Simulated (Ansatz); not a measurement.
Reactions of `CO[Si](C)(N)Cl`.

Program: Ansatz. Geometries: PBE0-D4/def2-TZVP. ΔE: electronic, gas phase. CCSD(T)/CBS is the MP2 limit (def2-TZVPP, def2-QZVPP) plus CCSD(T) − MP2 in def2-TZVPP, frozen cores. This one scheme is used for every species. No spin–orbit coupling; open shells (•) take unrestricted orbitals. Each species was taken in one conformer, which may not be the lowest.

Q: Order these by ΔE at CCSD(T)/CBS, lowest first. (Best estimate.)
A. `CO[Si](C)(N)Cl` → `C[O]`• + `C[Si](N)Cl`•
B. `CO[Si](C)(N)Cl` + H₂ → `CO[SiH](N)Cl` + CH₄
C. `CO[Si](C)(N)Cl` → `[CH2]` (triplet) + `C[Si](N)(O)Cl`
D. `CO[Si](C)(N)Cl` + `OCF` → `COCF` + `CO[SiH](N)Cl`
E. `CO[Si](C)(N)Cl` → `CO[Si]Cl` + CH₃NH₂
F. `CO[Si](C)(N)Cl` + H₂S → `C[Si](N)(S)Cl` + CH₃OH
G. `CO[Si](C)(N)Cl` → `CC[Si](N)(O)Cl`

A: G (-0.47 eV), B (-0.12 eV), F (+0.51 eV), D (+1.02 eV), E (+3.10 eV), C (+3.94 eV), A (+5.50 eV).

Largest T1 diagnostic: 0.019, for `C[O]`•.
